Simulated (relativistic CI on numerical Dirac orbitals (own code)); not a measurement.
**Electric-dipole lines of Pt75+**

Method of calculation: Dirac-Coulomb-Breit CI, orbitals from a KLI potential per configuration, model QED, unscaled Slater integrals (own radial code, finite nucleus).

CI space (outside the closed core 1s2): 2s, 2p, 3s, 3p, 3d, 4s, 4p, 4d, 4f, 5s, 5p, 5d, 5f, 5g, 6s, 6p, 6d. Levels of other configurations are missing.

| λ vac (nm) | Lower | Upper | A (s⁻¹) | gf | Branching (%) |
| --- | --- | --- | --- | --- | --- |
| 0.08205 | 2p ²P°3/2 [3] | 4d ²D5/2 [13] | 6.93e+14 | 4.20e-01 | 74.5 |
| 0.09374 | 2s ²S1/2 [1] | 3p ²P°3/2 [6] | 6.30e+14 | 3.32e-01 | 98.9 |
| 0.09519 | 2p ²P°1/2 [2] | 3d ²D3/2 [7] | 2.05e+15 | 1.11e+00 | 84.7 |
| 0.11001 | 2p ²P°3/2 [3] | 3d ²D5/2 [8] | 2.14e+15 | 2.32e+00 | 99.3 |
| 0.21427 | 3d ²D3/2 [7] | 5f ²F°5/2 [21] | 1.51e+14 | 6.23e-01 | 58.9 |
| 0.21964 | 3d ²D5/2 [8] | 5f ²F°7/2 [23] | 1.52e+14 | 8.79e-01 | 61.8 |
| 0.27467 | 3p ²P°1/2 [5] | 4d ²D3/2 [12] | 1.86e+14 | 8.42e-01 | 17.6 |
| 0.30918 | 3p ²P°3/2 [6] | 4d ²D5/2 [13] | 2.32e+14 | 2.00e+00 | 25.0 |
| 0.31011 | 3d ²D3/2 [7] | 4f ²F°5/2 [14] | 4.46e+14 | 3.86e+00 | 91.1 |
| 0.32017 | 3d ²D5/2 [8] | 4f ²F°7/2 [15] | 4.58e+14 | 5.63e+00 | 97.4 |
| 0.60035 | 4p ²P°1/2 [10] | 5d ²D3/2 [19] | 3.46e+13 | 7.48e-01 | 6.2 |
| 0.66640 | 4p ²P°3/2 [11] | 5d ²D5/2 [20] | 4.80e+13 | 1.92e+00 | 9.9 |
| 0.66825 | 4d ²D3/2 [12] | 5f ²F°5/2 [21] | 8.15e+13 | 3.27e+00 | 31.8 |
| 0.68692 | 4d ²D5/2 [13] | 5f ²F°7/2 [23] | 8.63e+13 | 4.88e+00 | 35.1 |
| 0.68697 | 4f ²F°5/2 [14] | 5g ²G7/2 [22] | 1.39e+14 | 7.88e+00 | 94.9 |
| 0.69565 | 4f ²F°7/2 [15] | 5g ²G9/2 [24] | 1.42e+14 | 1.03e+01 | 98.4 |
| 1.2276 | 5p ²P°3/2 [18] | 6d ²D5/2 [29] | 1.42e+13 | 1.93e+00 | 5.0 |
| 1.9746 | 3s ²S1/2 [4] | 3p ²P°3/2 [6] | 2.20e+12 | 5.14e-01 | 0.3 |
| 4.7332 | 4s ²S1/2 [9] | 4p ²P°3/2 [11] | 5.41e+11 | 7.27e-01 | 0.1 |
| 9.3355 | 5s ²S1/2 [16] | 5p ²P°3/2 [18] | 1.78e+11 | 9.32e-01 | 0.1 |

Terms are leading LS components. Brackets give the number of a level in order of energy, since labels repeat. The list gives strong lines, with weight on those to low levels, without lines whose two gauges differ by over a factor of 2.5. Levels whose partners in the same complex of configurations lie outside the list can be far off, and so can their lines. Rates are taken at the computed energies, electric ones in the length gauge.

At this charge energies of transitions that change n are usually good to better than 1 %, and those within a shell (Δn = 0) to a few per cent.

From the table, what is the radiative lifetime of 4d ²D5/2?

The listed rates from this level add up to about 9.26e+14 s⁻¹, 100 % of its decay; with all channels τ = 1.07e-15 s.
